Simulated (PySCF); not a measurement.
Compound: (H2In-mu-SeH)2.
Structure used (PBE0-D3(BJ)/def2-SVP), in Å, numbered top down from 1:
```xyz
10
H6In2Se2 angstrom
In     1.5807   -0.3275    1.0174
H      2.8019    0.8779    1.0286
H      1.4178   -1.8692    1.7593
Se     0.9725   -0.6809   -1.6251
In    -1.2431    0.8482   -1.1349
H     -2.5963   -0.1985   -1.2995
H     -0.8464    2.3966   -1.7594
Se    -0.7386    1.0261    1.5449
H      0.2626   -1.9474   -1.3847
H     -1.4865   -0.2022    1.8577
```

Level of theory: PySCF 2.14.0, PBE0-D3(BJ)/def2-SVP geometry optimisation, gas phase, def2 core potentials past Kr.

(1) Which atoms are bound to In1, and at what distances?

(2) List the angles at In1.

(3) Describe the arrangement about In1 in numbers.

(4) What are the other bond lengths?

(5) Give some angles away from the centre.

(6) What are the rotational constants (commonest isotopes, rigid rotor)?

## Answers

(1) 4 atoms: H2 1.716 Å, H3 1.719 Å, Se4 2.735 Å, Se8 2.737 Å. The nearest atom not counted as bound is H10, at 3.18 Å (others tie with it).

(2) 
```json
{"angle": "H2–In1–H3", "degrees": "134.0", "distance of the outer atoms (Å)": "3.16"}
{"angle": "H3–In1–Se8", "degrees": "106.3", "distance of the outer atoms (Å)": "3.62"}
{"angle": "H3–In1–Se4", "degrees": "106.3", "distance of the outer atoms (Å)": "3.61"}
{"angle": "H2–In1–Se4", "degrees": "104.8", "distance of the outer atoms (Å)": "3.58"}
{"angle": "H2–In1–Se8", "degrees": "104.7", "distance of the outer atoms (Å)": "3.58"}
{"angle": "Se4–In1–Se8", "degrees": "93.5", "distance of the outer atoms (Å)": "3.99"}
```

(3) Angles from 93.5° to 134.0°; τ4 = (360° − α − β)/141° = 0.85 with α and β the two widest (0 for a square, 1 for a tetrahedron). Differences among atoms that C2v makes equivalent are scatter left by the optimiser.

(4) Se4–H9, Se8–H10 1.472 Å.

(5) In1–Se4–In5 86.3°.

(6) A = 766.7, B = 597.7, C = 343.1 MHz: an asymmetric top.

Point group: C2v (every atom within 0.08 Å of its image). Charge 0, singlet. Whether it is a minimum is left open (no frequencies).

On Arm Neoverse V1, one thread, no GPU, shared host with 32 logical CPUs at a one-minute load of 10, this took 2.9 min wall and 0.67 GiB of memory at its peak. These figures are those of the optimisation.

One conformer stands for the species.
